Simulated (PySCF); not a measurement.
# Excitation energy of Au+ by level of theory

Au+ [Xe] 4f14 5d10 (1S) → Au+ [Xe] 4f14 5d9 6s1 (3D), as a difference of total energies. Calculation: PySCF 2.14, in x2c-TZVPPall with one added diffuse shell each of s, p, d, f type (12s8p8d4f1g, 113 functions); the spin-free X2C one-electron Hamiltonian (Gaussian nucleus). Correlated levels: valence: [Xe] 4f14 frozen. The calculations carry no spin-orbit coupling.

```
           method  excitation energy (cm⁻¹)
              UHF                     16821
    MP2 (valence)                     21258
SCS-MP2 (valence)                     21755
   CCSD (valence)                     20073
CCSD(T) (valence)                     20394
```

A first-order spin-orbit estimate (lowest level to lowest level, LS coupling) adds -0.663 eV.
